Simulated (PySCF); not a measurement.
Atoms are numbered as in `[CH3:1][N:2]1[CH2:3][Si:4]([SiH3:5])([SiH3:6])[Si@H:7]1[PH2:8]` (H(Xn): hydrogen on atom n). Ha(C3) is cis to P8 on the ring; Hb(C3) is trans to P8 on the ring.

PySCF 2.14 calculation with shieldings: GIAO PBE0/pcSseg-1 and coordinates at the GFN2-xTB level; fast rotation and ring inversion assumed for equivalent nuclei, no relativistic terms, a single conformation, in vacuum.

Task: Predict the 2D correlation tables (HSQC, COSY, HMBC).

Result: 

HSQC (one-bond C–H):
```
           δH         δC
3.00 (Hb(C3))  45.0 (C3)
2.84 (Ha(C3))  45.0 (C3)
 2.58 (H(C1))  41.9 (C1)
```

COSY cross peaks (H two or three bonds apart, from the bond graph; peaks can be absent where the dihedral angle is near 90°):
```
           δH             δH
6.24 (H(Si7))   1.07 (H(P8))
3.00 (Hb(C3))  2.84 (Ha(C3))
```

HMBC (two and three bonds, from the bond graph):
```
           δH                    δC
6.24 (H(Si7))  45.0 (C3), 41.9 (C1)
3.75 (H(Si6))             45.0 (C3)
3.64 (H(Si5))             45.0 (C3)
3.00 (Hb(C3))             41.9 (C1)
2.84 (Ha(C3))             41.9 (C1)
 2.58 (H(C1))             45.0 (C3)
```

Referencing at the same level of theory: 1H, 13C against TMS.

Short H···H contacts in this conformer between protons four or more bonds apart (candidates for NOE cross peaks, intensity ∝ r⁻⁶): H(C1)···Ha(C3) 2.55 Å, H(C1)···Hb(C3) 2.68 Å.

Shifts are as computed. Against solution values, carbons near 30 ppm lie about +3 ppm off and those near 130 ppm about +5 ppm. Of 1309 compounds with measured shifts, 239 miss one by over three times the rms of a fit or turn the order of signals round; such compounds aren't used in these exercises.
